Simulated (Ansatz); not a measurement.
`O[SiH]1[CH2][GeH2]1` + CH₄ → `C[SiH]1[CH2][GeH2]1` + H₂O  (formal exchange of groups at the Si–O bond)

Computed with Ansatz on PBE0-D4/def2-TZVP structures; ΔE is electronic, products minus reactants. CBS: MP2 limit from def2 TZ/QZ plus the TZ coupled-cluster correction, frozen cores. This one scheme is used for every species. DFT in def2-TZVPP. For Ge outer-core shells are correlated without core-valence functions, which leaves a few kJ/mol of doubt a bond. Scalar relativity is left out up to krypton. Each species was taken in one conformer, which may not be the lowest.

```json
{"level": "ωB97X-V", "ΔE (kJ/mol)": "89.2"}
{"level": "B2PLYP", "ΔE (kJ/mol)": "94.7"}
```

Task: What does CCSD(T)/CBS give? (Best estimate.)

Result: Ansatz gave: +84.0 kJ/mol. The listed levels differ from it by 5.2, 10.7 kJ/mol.

Largest T1 diagnostic among the species: 0.012.

The D4 term adds −4.0 kJ/mol with B3LYP and −2.4 kJ/mol with PBE0; it sums over pairs of atoms, weighted by their polarisabilities, and B3LYP, whose exchange is more repulsive, gets the larger term. In def2-TZVPP, CCSD(T) changes the Hartree–Fock value by −17.1 kJ/mol (the triples alone add −1.7 kJ/mol) and MP2 by −17.0 kJ/mol.

CCSD(T)/CBS has its own doubt, a few kJ/mol and more with outer-core shells, so smaller differences from it don't rank the levels.

B3LYP here is the variant with VWN-RPA as its local correlation; programs differ in this.
